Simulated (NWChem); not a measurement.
Species: C₂H₃BFNO; SMILES N#CCB(O)F

```xyz
9

N      0.4081     2.5459     0.0000
C     -0.2694     1.5886     0.0000
C     -0.9794     0.3207     0.0000
B      0.0447    -0.9132     0.0000
O      1.3879    -0.7841     0.0000
F     -0.4711    -2.1465     0.0000
H     -1.6436     0.2439     0.8880
H     -1.6436     0.2439    -0.8880
H      1.6752     0.1506     0.0000
```
Atoms are numbered in this order, from 1.

Computed with NWChem. Coordinates come from a PBE-D3(BJ)/def2-SVP optimisation. B3LYP is NWChem's, with the RPA form of VWN correlation. Atomic charges in e: unrestrained fits to the electrostatic potential beside Mulliken populations; buried atoms are poorly determined by the fit.

Problem. Estimate the computed values for B3LYP/def2-SVP. Quantities: ESP N1; Mulliken N1; ESP C2; Mulliken C2; ESP C3; Mulliken C3; ESP B4; Mulliken B4; ESP O5; Mulliken O5; relative RMS misfit of the potential (%).

Solution. 
* **ESP N1**: -0.45
* **Mulliken N1**: 0.02
* **ESP C2**: 0.35
* **Mulliken C2**: -0.29
* **ESP C3**: -0.38
* **Mulliken C3**: -0.01
* **ESP B4**: 0.71
* **Mulliken B4**: 0.11
* **ESP O5**: -0.60
* **Mulliken O5**: -0.10
* **relative RMS misfit of the potential (%)**: 16
